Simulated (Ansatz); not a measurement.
These are Ansatz (a quantum-chemistry and plane-wave program) with PBE-D3(BJ)/def2-TZVP // PBE0-D3(BJ)/def2-SVP values and carry that method's errors. Gas-phase values, no solvent. One relaxed conformer stands for a flexible species; it need not be the lowest.  In the def2 sets, heavy atoms carry core potentials.

Reference species (SMILES): `C=C[CH2][Sn]([OH])([OH])[OH]` (neutral, multiplicity 1).

| Property | Result |
|---|---|
| HOMO–LUMO gap | 4.10 eV |
| LUMO | -2.09 eV |
| vertical ionisation energy (Delta-SCF) | 8.75 eV |

After one change: the HOMO–LUMO gap falls by 0.17 eV; the LUMO drops by 0.08 eV; the vertical ionisation energy (Delta-SCF) falls by 0.36 eV.

**Question.** What was changed between the two runs? The new species is one of these.
(A) `[CH3][Sn]([OH])([OH])[OH]`
(B) `[OH][Sn]([OH])([OH])[C](F)(F)F`
(C) `C[CH](C)[Sn]([OH])([OH])[OH]`
(D) `[OH][Sn]([OH])([OH])[CH2]c1ccccc1`

**Answer.** D, `[OH][Sn]([OH])([OH])[CH2]c1ccccc1`
